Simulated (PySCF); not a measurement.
Gas-phase reaction: 2 GeCl2 + 3 NH → GeCl4 + GeH3 + 3 N

Method: PySCF energies plus ideal-gas RRHO corrections (1 bar). † marks an energy on the PBE0/def2-TZVP geometry and frequencies; other levels use their own. CCSD(T) freezes the core. 6-31G* has spherical d functions here. Open shells (unrestricted): NH (multiplicity 3), GeH3 (multiplicity 2), N (multiplicity 4); the rest are closed-shell singlets. B3LYP is the form with VWN-RPA correlation. Ge: all electrons, no relativistic terms. GeH3: computed as isolated molecules; such fragments, hydroxides, amides, oligomers or adducts are transient or little studied in the gas. CCSD(T) isn't extrapolated to the basis-set limit; its ΔH°(298 K) is 256.8 kJ in def2-SVP and 314.2 kJ in def2-TZVPP. The harmonic model lacks anharmonicity and excited electronic states, which grow with temperature; levels with a mode under 35 cm⁻¹ are left out.

```csv
level,"ΔE electronic, kJ","ΔH°(298 K), kJ","ΔS°(298 K), J/K","ΔG°(800 K), kJ"
B3LYP/6-31G*,466,461,-96,534
B3LYP/def2-TZVP†,487,483,-95,555
CCSD(T)/def2-TZVPP†,319,314,-95,387
HF/def2-TZVP†,86,81,-95,154
PBE0/def2-SVP†,406,401,-95,474
```
ΔH° is lowest at HF/def2-TZVP† and highest at B3LYP/def2-TZVP†. No reference value is set beside these.
